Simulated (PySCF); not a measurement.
NICS in isomers of C7H10SSi.

NICS is the negative of the GIAO shielding at a point without a nucleus: at the ring centre (0) and 1 Å above and below it (1); zz is the component along the ring normal. Level: GIAO PBE0/pcSseg-1 (PySCF, non-relativistic, gas phase) on the GFN2-xTB geometries, one conformer each. Atom numbers follow the mapped SMILES.

Problem. Order these rings by mean NICS(1)zz, lowest (most negative) first (ppm).
A. ring C5–C6–C7–C8–S9 in `[CH2:1]=[CH:2][C@@H:3]([SiH3:4])[c:5]1[cH:6][cH:7][cH:8][s:9]1`
B. ring C5–C6–C7–C8–S9 in `[CH2:1]=[CH:2][CH2:3][SiH2:4][c:5]1[cH:6][cH:7][cH:8][s:9]1`
C. ring Si5–C6–C7–C8–C9 in `[CH:1]#[C:2][CH2:3][S:4][SiH:5]1[CH2:6][CH:7]=[CH:8][CH2:9]1`
D. ring C6–C7–C8–C9 in `[CH:1]#[C:2][C@@H:3]1[S:4][SiH2:5][C:6]12[CH2:7][CH2:8][CH2:9]2`
E. ring C3–C4–C5–C7–S8–Si9 in `[CH2:1]=[CH:2][C:3]1=[CH:4][C:5]([CH3:6])=[CH:7][S:8][SiH2:9]1`
F. ring C2–C3–C4–C5–C7–C8 in `[CH3:1][c:2]1[cH:3][cH:4][c:5]([SH:6])[cH:7][c:8]1[SiH3:9]`

Solution. B (-28.1), F (-25.5), A (-24.5), C (-1.3), E (2.2), D (4.1).

| SMILES | ring | NICS(0) | NICS(1) | NICS(1)zz | HOMA | rms pucker (Å) | ring atoms with four or more neighbours |
| --- | --- | --- | --- | --- | --- | --- | --- |
| C=CC[SiH2]c1cccs1 | 5-membered ring with S; formal bonds all aromatic | -12.5 | -11.7 | -28.1 | 0.80 | 0.00 | 0 |
| Cc1ccc(S)cc1[SiH3] | 6-membered carbocycle; formal bonds all aromatic | -7.8 | -10.6 | -25.5 | 0.99 | 0.00 | 0 |
| C=C[C@@H]([SiH3])c1cccs1 | 5-membered ring with S; formal bonds all aromatic | -11.8 | -10.5 | -24.5 | 0.76 | 0.00 | 0 |
| C#CCS[SiH]1CC=CC1 | 5-membered ring with Si; formal bonds 1 double, 4 single | -1.8 | -2.7 | -1.3 | – | 0.03 | 3 |
| C=CC1=CC(C)=CS[SiH2]1 | 6-membered ring with S and Si; formal bonds 2 double, 4 single | -0.4 | -1.8 | 2.2 | – | 0.00 | 1 |
| C#C[C@@H]1S[SiH2]C12CCC2 | 4-membered carbocycle; formal bonds all single | -2.3 | -1.6 | 4.1 | – | 0.11 | 4 |

NICS(0) gives another order. The isotropic NICS(1) gives the same order. HOMA uses Krygowski's 1993 parameters; it is left out where a ring has a four-coordinate atom, a triple bond, no multiple bond or a kind of bond without parameters. NICS(1) and NICS(1)zz are means over the two faces.
